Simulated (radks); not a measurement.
Results of a calculation; reference values are marked as such.
Spherical jellium clusters: N electrons in a uniform positive sphere of charge N and radius rs N^(1/3), rs = 4.95 bohr. Level of theory: non-relativistic Kohn-Sham, LDA (Slater exchange, Perdew-Wang correlation), spin-polarised, spherical densities (a radial shooting solver with Libxc functionals). Levels are named by radial order and angular momentum (1s, 1p, 1d, 2s, ...), and open shells are averaged over m.

N = 19, configuration 1s2 1p6 1d10 2s(up 1, down 0). This is the lowest configuration that the search found. Occupied and some empty levels:

level,occupation,eigenvalue (eV),<r> (bohr)
1s up,1,-3.9483,8.042
1s down,1,-3.8402,8.577
1p up,3,-3.4055,9.671
1p down,3,-3.3643,9.785
1d up,5,-2.7402,10.68
1d down,5,-2.7147,10.70
2s up,1,-2.4754,8.414
2s down,0,-2.2274,8.632
1f up,0,-1.9568,11.53
1f down,0,-1.9341,11.53
2p up,0,-1.4856,10.29
2p down,0,-1.3766,10.66
1g up,0,-1.0812,12.41
1g down,0,-1.0582,12.41

Energy (eV): total -35.2899, kinetic 22.190, external -886.61, Hartree 441.06, exchange-correlation -58.154, background 446.22.
